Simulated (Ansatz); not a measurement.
Isolated molecules relaxed with PBE0-D4/def2-TZVP in Ansatz; ΔE leaves out vibrations. CCSD(T)/CBS is the MP2 limit (def2-TZVPP, def2-QZVPP) plus CCSD(T) − MP2 in def2-TZVPP, frozen cores. This one scheme is used for every species. DFT in def2-TZVPP. For Ge outer-core shells are correlated without core-valence functions, which leaves a few kJ/mol of doubt a bond. Scalar relativity is left out up to krypton. Each species was taken in one conformer, which may not be the lowest.

Reaction (redistribution): `O=C=[N][GeH]([F])[Cl]` + SiH₄ → `[F][GeH2][Cl]` + `O=C=N[SiH3]`

`O=C=[N][GeH]([F])[Cl]`:

Cartesian coordinates in Å:
```
O 1.786 1.687 1.579
C 0.854 1.195 1.097
N -0.165 0.741 0.638
Ge -0.640 -0.554 -0.524
F -0.578 -2.041 0.338
Cl 0.792 -0.700 -2.085
H -2.049 -0.328 -1.042
```

SiH₄:

Cartesian coordinates in Å:
```
Si 0.000 0.000 0.000
H -0.198 1.469 0.079
H -0.837 -0.554 -1.094
H -0.395 -0.622 1.289
H 1.430 -0.293 -0.274
```

`[F][GeH2][Cl]`:

```xyz
5

F    -0.565   -1.061   -1.188
Ge    0.020   -0.094    0.121
Cl    0.166    1.900   -0.622
H     1.418   -0.603    0.467
H    -1.039   -0.142    1.222
```

`O=C=N[SiH3]`:

Cartesian coordinates in Å:
```
O 2.955 -0.125 0.656
C 1.818 -0.077 0.404
N 0.657 -0.029 0.147
Si -1.006 0.043 -0.223
H -1.355 -1.108 -1.089
H -1.286 1.314 -0.932
H -1.782 -0.017 1.038
```

```json
{"level": "LDA (SPW92)", "ΔE (eV)": "-0.39"}
{"level": "RPA@PBE/def2-TZVPP", "ΔE (eV)": "-0.26"}
{"level": "HF/def2-TZVPP", "ΔE (eV)": "-0.40"}
{"level": "MP2/def2-TZVPP", "ΔE (eV)": "-0.30"}
```

Problem. What does CCSD(T)/CBS give? (Best estimate.)

Solution. The calculation gave: -0.35 eV. The listed levels differ from it by -0.04, 0.09, -0.05, 0.05 eV.

Largest T1 diagnostic among the species: 0.016.

At CCSD(T), def2-SVP lies +0.12 eV from the extrapolated value and def2-TZVPP +0.07 eV. In def2-TZVPP, CCSD(T) changes the Hartree–Fock value by +0.12 eV (the triples alone add +0.03 eV) and MP2 by +0.10 eV. Leaving LDA and LC-ωPBE aside and taking each functional with its dispersion term where it has one, the values, not all of them listed here, spread over 0.09 eV, from CAM-B3LYP-D4 to revPBE-D4.
